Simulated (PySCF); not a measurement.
C3H9Al, SMILES [CH3][Al]([CH3])[CH3].

The structure is a stationary point at B3LYP-D3(BJ)/def2-SVP. The isomer is the one that the SMILES or the coordinates give; other isomers of the formula were not compared.

Two levels are set side by side: TDA-PBE/def2-SVPD (PySCF) and TDA-ωB97X/def2-SVPD (PySCF). Vertical, same geometry. The lowest singlet is HOMO→LUMO 99 % with PBE and HOMO→LUMO+1 55 %, HOMO−1→LUMO+1 43 % with the other functional; states are paired by order. Differences are taken from unrounded values.

```csv
quantity,TDA-ωB97X
lowest singlet excitation (eV),6.00
lowest triplet excitation (TDA) (eV),5.71
first bright state (f over 0.05) (eV),7.14
its oscillator strength,0.15
```

Question: What does TDA-PBE give, and how far is it from TDA-ωB97X? (An estimate is asked for; the answer gives what the named calculation found.)

Answer: 
```tsv
quantity	TDA-PBE	TDA-PBE minus TDA-ωB97X
lowest singlet excitation (eV)	5.20	-0.80
lowest triplet excitation (TDA) (eV)	4.90	-0.81
first bright state (f over 0.05) (eV)	5.75	-1.39
its oscillator strength	0.07	-0.08
```

A lower first singlet is the usual sign of a functional without exact exchange. Differences between two approximate levels are no errors against the true value.

Rough cost on one machine, each run with all the roots and properties that it gave: TDA-ωB97X against TDA-PBE about 4 times.
